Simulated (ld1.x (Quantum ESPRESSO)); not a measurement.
# An all-electron radial function and its pseudo partner (S)

Columns: radius, all-electron u(r) and pseudo u(r) of the 3s shell (level -17.14 eV) of sulfur in the configuration [Ne] 3s2 3p4; PBE, non-relativistic, ultrasoft scheme, ld1.x (Quantum ESPRESSO) 7.5.

| r (bohr) | all-electron | pseudo |
| --- | --- | --- |
| 0.082 | 0.1656 | 0.0880 |
| 0.165 | -0.1299 | 0.1760 |
| 0.248 | -0.3461 | 0.2617 |
| 0.330 | -0.4063 | 0.3431 |
| 0.413 | -0.3466 | 0.4213 |
| 0.495 | -0.2164 | 0.4935 |
| 0.578 | -0.0516 | 0.5608 |
| 0.660 | 0.1178 | 0.6209 |
| 0.742 | 0.2780 | 0.6744 |
| 0.825 | 0.4217 | 0.7213 |
| 0.908 | 0.5432 | 0.7610 |
| 0.990 | 0.6408 | 0.7928 |
| 1.072 | 0.7168 | 0.8175 |
| 1.155 | 0.7733 | 0.8353 |
| 1.238 | 0.8112 | 0.8462 |
| 1.320 | 0.8328 | 0.8503 |
| 1.402 | 0.8407 | 0.8480 |
| 1.485 | 0.8374 | 0.8395 |
| 1.568 | 0.8248 | 0.8251 |
| 1.650 | 0.8051 | 0.8051 |
| 1.733 | 0.7796 | 0.7796 |
| 1.815 | 0.7503 | 0.7503 |
| 1.898 | 0.7177 | 0.7177 |
| 1.980 | 0.6836 | 0.6836 |
| 2.062 | 0.6485 | 0.6485 |
| 2.145 | 0.6126 | 0.6126 |

Task: How many radial nodes do the two functions have?

Result: The all-electron 3s function has n − l − 1 = 2; the pseudo-wave has 0, since the states of the same l below it are removed with the core.

Task: At about which radius was the pseudo-wave matched?

Result: 1.65 bohr, where the columns begin to agree (steps of 0.08 bohr).

Task: Where does each function peak?

Result: Outermost all-electron maximum near 1.40 bohr, pseudo maximum near 1.32 bohr (to the table’s step).

Task: Is the pseudo-wave norm-conserving?

Result: No, it belongs to an ultrasoft set: the norm inside the radius is not constrained, and the difference is carried by the augmentation charge.
